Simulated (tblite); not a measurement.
C4H4ClN3.
Cartesian coordinates in Å at the GFN2-xTB level; atoms count from 1:
```
atom  x, y, z in Å
C1    -2.2555   -0.3557    0.2950
C2    -1.2370    0.3838   -0.1106
N3     0.0849   -0.0358    0.0087
N4     0.4390   -1.2105    0.5348
N5     1.7079   -1.3176    0.5116
C6     2.2496   -0.2130   -0.0335
C7     1.2145    0.6323   -0.3670
Cl8    1.1905    2.1756   -1.0826
H9    -3.2673   -0.0106    0.1924
H10   -2.0896   -1.3217    0.7379
H11   -1.3400    1.3606   -0.5609
H12    3.3042   -0.0883   -0.1519
```

All values are computed: GFN2-xTB (tblite) harmonic vibrations without scaling, gas phase. Against measured fundamentals such values can be off by several per cent, at times by over 20. One conformer, not necessarily the lowest.

Harmonic wavenumbers (cm⁻¹): 91.0, 161.1, 185.7, 266.8, 270.1, 448.4, 527.1, 598.2, 668.1, 703.7, 711.1, 815.1, 875.2, 937.8, 996.1, 1004.3, 1044.9, 1097.4, 1224.5, 1276.1, 1298.7, 1353.4, 1356.3, 1412.4, 1467.7, 1683.1, 3081.6, 3129.8, 3170.1, 3208.2.

A = 2492, B = 1724, C = 1019 MHz; mass 129.009 u (most abundant isotopes); point group Cs, symmetry number 1.

Problem. Zero-point energy?

Solution. Half the sum of the wavenumbers: 17532 cm⁻¹ = 50.13 kcal/mol.

Problem. Entropy at 200 K, 1 bar (ideal gas, RRHO, classical rotation)?

Solution. Translation 38.52, rotation 27.50, vibration 9.23: S = 75.2 cal/(mol K).

Problem. And Cp and H(200 K) − H(0)?

Solution. Cp = 20.20 cal/(mol K), of which vibrations give 12.26 (their classical limit is 30 R = 59.6); H(200 K) − H(0) = 2.71 kcal/mol without the zero-point energy, 1.12 from vibrations.

Problem. What must be added to the electronic energy to get the Gibbs energy at 200 K and 1 bar?

Solution. ZPE + [H(200 K) − H(0)] − T·S = 50.13 + 2.71 − 15.05 = 37.79 kcal/mol.

Problem. Blend soft modes into free rotors: weight 1/[1 + (100 cm⁻¹/ν̃)⁴] for the oscillator and the rest for a rotor with moment μB/(μ + B), μ = h/(8π²ν), B = 10⁻⁴⁴ kg m². What vibrational entropy results?

Solution. 9.12 cal/(mol K) in place of 9.23, which changes −T·S at 200 K by +0.02 kcal/mol.

Hindered rotation and anharmonicity are outside this model. Other conformers, if any are populated, would add a mixing term that is left out.

Hardware: an Arm Neoverse V1 with one thread, no GPU, shared host with 32 logical CPUs at a one-minute load of 18. Cost: 0.35 s of wall time. This covers the Hessian and the dipole derivatives.
